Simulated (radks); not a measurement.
The numbers below are computed, except where a source is named.
Ca9+, 11 electrons, occupied as [He] 2s2 2p5 3s1 3p1 (not the ground configuration).

Level of theory: non-relativistic Kohn-Sham, TASK exchange with Perdew-Wang LDA correlation, spin-polarised, spherical densities, point nucleus; open shells are filled with parallel spins first; meta-GGA in the generalised Kohn-Sham scheme (a radial shooting solver on a logarithmic mesh with Libxc functionals).

Energy parts (eV):
total: -17278.019
kinetic: 17258.731
electron-nucleus: -38404.005
Hartree: 4655.213
exchange-correlation: -787.959

Orbitals (lengths in bohr, moments of r in powers of bohr):
orbital  occ.  eigenvalue (eV)      <r^4>
1s up       1        -4208.447  0.0001670
1s down     1        -4202.757  0.0001661
2s up       1        -644.3233    0.03912
2s down     1        -637.5728    0.03875
2p up       3        -572.4555    0.03017
2p down     2        -562.7578    0.03012
3s up       1        -212.9913      1.574
3p up       1        -190.8021      1.672

The highest occupied level is 3p up at -190.80 eV. Spin moment in Bohr magnetons: 3. Summed over all electrons, <r^2> = 3.013 bohr^2, which gives a Langevin (diamagnetic) susceptibility term of -2.39 x 10^-6 cm^3/mol. The spin density at the nucleus is 39.31 e/bohr^3 (1s -4.96, 2s 2.75, 3s 41.51), a Fermi contact field of 2.06e+03 T.

Empty levels of this run are not shown, since the potential may be unsettled where no density lies.
